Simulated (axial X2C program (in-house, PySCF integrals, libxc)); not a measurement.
# SnCl along the bond: HF, two-component

Computed with an in-house relativistic program for diatomic molecules. Two-component (2c) means X2C with spin–orbit coupling and atomic mean-field two-electron Coulomb and Gaunt terms. Basis: Sn dyall-cv3z [11s12p9d4f1g], Cl dyall-av3z [9s8p3d2f] (cores contracted in-house); Gaussian nuclei, density fitting, unrestricted open shells. Masses: Sn 119.902 u, Cl 34.969 u.

State: Ω = 1/2 (⟨Sz⟩ = -0.50, ⟨Lz⟩ = 1.00 at HF). Dipoles are positive if Cl is the positive end.

```json
{"R (Å)": "2.075", "μ (D)": "-0.667", "HOMO (eV)": "-6.73", "LUMO (eV)": "0.00"}
{"R (Å)": "2.170", "μ (D)": "-1.372", "HOMO (eV)": "-6.93", "LUMO (eV)": "-0.15"}
{"R (Å)": "2.242", "μ (D)": "-1.909", "HOMO (eV)": "-7.08", "LUMO (eV)": "-0.26"}
{"R (Å)": "2.313", "μ (D)": "-2.451", "HOMO (eV)": "-7.23", "LUMO (eV)": "-0.37"}
{"R (Å)": "2.385", "μ (D)": "-2.997", "HOMO (eV)": "-7.37", "LUMO (eV)": "-0.48"}
{"R (Å)": "2.469", "μ (D)": "-3.634", "HOMO (eV)": "-7.54", "LUMO (eV)": "-0.60"}
{"R (Å)": "2.552", "μ (D)": "-4.270", "HOMO (eV)": "-7.70", "LUMO (eV)": "-0.72"}
{"R (Å)": "2.659", "μ (D)": "-5.086", "HOMO (eV)": "-7.91", "LUMO (eV)": "-0.88"}
{"R (Å)": "2.790", "μ (D)": "-6.072", "HOMO (eV)": "-8.15", "LUMO (eV)": "-1.06"}
{"R (Å)": "2.981", "μ (D)": "-7.484", "HOMO (eV)": "-8.48", "LUMO (eV)": "-1.32"}
```

The minimum lies at 2.393 Å. What is the dipole moment there, and its slope?

At HF, 2c, with the sign and origin stated: μ = -3.06 D, dμ/dR = -7.63 D/Å.

The state is a single determinant with fixed occupations, the lowest that a limited PBE0 search found.
